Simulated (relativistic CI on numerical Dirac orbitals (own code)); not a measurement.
Computed by Dirac-Coulomb-Breit CI, separate exchange-only KLI orbitals for each configuration, QED by a radiative potential, unscaled Slater integrals (own radial code, finite nucleus).

CI space (outside the closed core [Ne]): 3s²3p⁶3d¹⁰, 3s²3p⁶3d⁹4s, 3s²3p⁶3d⁹4p, 3s²3p⁶3d⁹4d, 3s²3p⁶3d⁸4s², 3s²3p⁶3d⁸4s4p, 3s²3p⁶3d⁹4f, 3s²3p⁶3d⁹5s, 3s²3p⁶3d⁸4p², 3s²3p⁵3d¹⁰4s, 3s²3p⁶3d⁹5p, 3s²3p⁶3d⁸4s4d, 3s²3p⁶3d⁹5d, 3s²3p⁵3d¹⁰4p, 3s²3p⁶3d⁸4p4d, 3s²3p⁶3d⁹5f, 3s²3p⁶3d⁹5g, 3s²3p⁶3d⁹6s, 3s²3p⁵3d⁹4s², 3s²3p⁶3d⁹6p, 3s²3p⁶3d⁸4d², 3s²3p⁶3d⁹6d, 3s²3p⁵3d¹⁰4d, 3s²3p⁵3d⁹4s4p, 3s3p⁶3d¹⁰4s, 3s²3p⁵3d⁹4p², 3s²3p⁵3d⁹4s4d, 3s3p⁶3d¹⁰4p, 3s²3p⁵3d¹⁰4f, 3s3p⁶3d⁹4s², 3s²3p⁵3d¹⁰5s, 3s²3p⁵3d⁹4p4d, 3s3p⁶3d⁹4s4p, 3s²3p⁵3d¹⁰5p, 3s3p⁶3d¹⁰4d, 3s²3p⁴3d¹⁰4s². Levels of other configurations are missing.

At this charge energies of transitions that change n are usually good to better than 1 %, and those within a shell (Δn = 0) to a few per cent.

Outline of the computed level scheme of Mo XV. Lowest level of each configuration: 3s²3p⁶3d¹⁰ ¹S0 at 0.000 eV; 3s²3p⁶3d⁹4s ³D3 at 210.245 eV; 3s²3p⁶3d⁹4p ³P°2 at 239.589 eV; 3s²3p⁶3d⁹4d ³S1 at 290.159 eV; 3s²3p⁶3d⁹4f ³P°0 at 340.238 eV.

Some strong electric-dipole decays among the lowest 45 levels: 3s²3p⁶3d⁹4p ¹P°1 → 3s²3p⁶3d¹⁰ ¹S0 (4.1e+11 s⁻¹); 3s²3p⁶3d⁹4p ³D°1 → 3s²3p⁶3d¹⁰ ¹S0 (8.8e+10 s⁻¹); 3s²3p⁶3d⁹4f ³H°6 → 3s²3p⁶3d⁹4d ³G5 (5.4e+10 s⁻¹); 3s²3p⁶3d⁹4f ³H°5 → 3s²3p⁶3d⁹4d ³G4 (5.4e+10 s⁻¹); 3s²3p⁶3d⁹4d ³G4 → 3s²3p⁶3d⁹4p ³F°3 (5.1e+10 s⁻¹); 3s²3p⁶3d⁹4d ³G5 → 3s²3p⁶3d⁹4p ³F°4 (5.0e+10 s⁻¹); 3s²3p⁶3d⁹4d ¹G4 → 3s²3p⁶3d⁹4p ³F°3 (4.9e+10 s⁻¹); 3s²3p⁶3d⁹4f ³G°5 → 3s²3p⁶3d⁹4d ³F4 (4.6e+10 s⁻¹).

LS names give the leading component of a level, which can be under half, so a name can repeat, a term be missing and a line seem to break the LS rules.
